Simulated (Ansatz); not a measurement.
Computed with Ansatz on PBE0-D4/def2-TZVP structures; ΔE is electronic, products minus reactants. CBS: MP2 limit from def2 TZ/QZ plus the TZ coupled-cluster correction, frozen cores. Functionals use def2-TZVPP. B3LYP here is the variant with VWN-RPA as its local correlation; programs differ in this. Each species was taken in one conformer, which may not be the lowest.

`O[SiH](O)N[SiH2]F` + `BC[SiH2]O` → `BC[SiH2]F` + `O[SiH2]N[SiH](O)O`  (redistribution)

Is it downhill or uphill in electronic energy at CCSD(T)/CBS, and by how much? (Best estimate.)

Ansatz gave: Downhill: ΔE = -4.1 kJ/mol.

What do these levels give: PBE-D4, B3LYP-D4, ωB97M-V, r2SCAN, CCSD/def2-TZVPP, CCSD(T)/def2-TZVPP? (Best estimate.)

Computed: PBE-D4 -4.6, B3LYP-D4 -4.5, ωB97M-V -4.8, r2SCAN -4.5, CCSD/def2-TZVPP -4.1, CCSD(T)/def2-TZVPP -4.5 kJ/mol.

Largest T1 diagnostic among the species: 0.012.
